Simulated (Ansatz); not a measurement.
`[F][Zr]([F])([F])[SH]` + acetylene → `C#[C][Zr]([F])([F])[F]` + H₂S at 400 K and 1 bar (formal exchange of groups at a Zr–S bond).

Isolated molecules relaxed with PBE0-D4/def2-TZVP in Ansatz; ΔE leaves out vibrations. CBS: MP2 limit from def2 TZ/QZ plus the TZ coupled-cluster correction, frozen cores. This one scheme is used for every species. def2 core potentials past Kr. For Zr outer-core shells are correlated without core-valence functions, which leaves a few kJ/mol of doubt a bond. Each species was taken in one conformer, which may not be the lowest.

| species | CCSD(T)/CBS energy (Eh) | H − E (kJ/mol) | S (J/(mol·K)) |
| --- | --- | --- | --- |
| `[F][Zr]([F])([F])[SH]` | -745.03533 | 72.3 | 410.8 |
| `C#C` | -77.22717 | 85.5 | 213.8 |
| `C#[C][Zr]([F])([F])[F]` | -423.26659 | 99.3 | 404.7 |
| H₂S | -398.97279 | 53.4 | 215.9 |

H − E and S are ideal-gas, rigid-rotor, harmonic terms from PBE0-D4/def2-TZVP, for one conformer and one mirror image of each species. 1 Eh = 2625.50 kJ/mol, R = 8.31446 J/(mol·K).

By hand: ΔE, ΔH, ΔS and ΔG.

ΔE = (-423.26659) + (-398.97279) − (-745.03533) − (-77.22717) = 0.02312 Eh = 60.7 kJ/mol. Δ(H − E) = 99.3 + 53.4 − 72.3 − 85.5 = -5.1, so ΔH = 55.6 kJ/mol. ΔS = 404.7 + 215.9 − 410.8 − 213.8 = -4.0 J/(mol·K). ΔG = 55.6 − 400 × (-4.0)/1000 = 57.2 kJ/mol.

By hand: the equilibrium constant, and the temperature at which ΔG would vanish if ΔH and ΔS stayed fixed.

log₁₀ K = −ΔG/(RT ln 10) = -7.5. ΔH and −TΔS have one sign here, so there is no such temperature.

The number of gas molecules stays the same, so ΔS is small and ΔH decides. A doubt of 5 kJ/mol in ΔE shifts log₁₀ K by 0.7 here. Other conformers and mirror images would add mixing entropy, several J/(mol·K) or more a flexible species. Modes under 60 cm⁻¹, often nearly free rotors, make the harmonic entropy too high. These are equilibria of isolated gas molecules and say nothing of rates. Largest T1 diagnostic: 0.018 (customary marks: 0.02 for closed shells, 0.045 for open ones).

ΔS is within the doubt of such terms, so its sign, and with it that verdict, could turn.
